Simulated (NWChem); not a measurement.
## Relativistic effects in ditellurium (Te2)

```
Te
Te 1 2.5636
```
Charge 0, spin multiplicity 3.

All runs are NWChem calculations. All single points use one geometry, from UPBE0/def2-SVP with def2 effective core potentials on Te, a minimum by its harmonic frequencies.

Functional B3LYP, all-electron basis x2c-SVPall-2c, contracted for the X2C Hamiltonian and used here with ZORA. The ion keeps the geometry and has multiplicity 2 in the scalar run; the spin-orbit run starts from the same electron counts.

Costs are rough ratios of processor time within this set of runs, SCF included, with scalar ZORA as 1.

B3LYP has NWChem's definition, with VWN1-RPA local correlation. The stability of the SCF solutions was not checked.

```tsv
Hamiltonian	ΔSCF ionisation energy (eV)	relative cost
scalar ZORA	8.33	1
spin-orbit ZORA	7.98	under 3
```

From scalar ZORA to spin-orbit ZORA the ionisation energy decreases by 0.35 eV.
